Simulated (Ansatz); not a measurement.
The same path of Al2H7NO (11 atoms, charge 0, multiplicity 1) was run twice with different band settings. Lost on the way: Al1–Al8, H6–Al8, O7–H11. Made: N2–H11.

All numbers below come from RHF/6-31G* in Ansatz 0.2.0.

Relaxed end points:

```xyz
11
Properties=species:S:1:pos:R:3
Al 0.220 0.670 0.701
N -0.063 -0.651 1.859
H -0.875 -0.779 2.426
H 0.511 -1.467 1.900
H 1.555 0.713 -0.137
H -1.151 0.973 -0.401
O -0.370 2.303 1.335
Al -1.823 2.460 0.186
H -3.186 2.184 0.944
H -1.659 3.611 -0.886
H -0.183 2.721 2.164
```

```xyz
11
Properties=species:S:1:pos:R:3
Al -0.259 0.373 0.226
N 0.205 0.010 2.230
H -0.421 -0.655 2.647
H 1.145 -0.319 2.362
H 1.213 0.473 -0.398
H -1.141 -0.920 -0.116
O -1.106 1.856 0.453
Al -1.978 3.238 0.092
H -2.433 3.562 -1.392
H -2.353 4.237 1.268
H 0.104 0.882 2.721
```

Common settings: movable images 5; climbing image yes; optimiser quadratic models (default); start path through a guess of the saddle point; force threshold 0.05 eV/Å; iteration limit 60; end points relaxed.

| run | spring |
| --- | --- |
| 1 | 5.0 eV/Å² |
| 2 | 0.5 eV/Å² |

Problem. What does each run give, and how far can it be trusted?

Solution. Run 1: converged after 48 iterations, highest image 1.115 eV above the first end. The profile has 2 maxima (images 2, 4) with wells between them (image 3): this band takes more than one step, which may be the mechanism or a detour left from its start path. Neighbouring images differ by up to 1.5 eV, so the band resolves the path poorly. A vibrational analysis at the climbing image gives one clearly imaginary mode, 1512i cm⁻¹: a first-order saddle point. Another band between the same ends, with other settings, climbed to 0.751 eV only, so this may not be the lowest route.
Run 2: converged after 41 iterations, highest image 0.751 eV above the first end. The profile has 2 maxima (images 2, 5) with wells between them (image 3): this band takes more than one step, which may be the mechanism or a detour left from its start path. The order of the point at the top wasn't checked.
The orbitals stay closed-shell, which can raise the energy where a bond breaks towards radicals; this wasn't checked here.
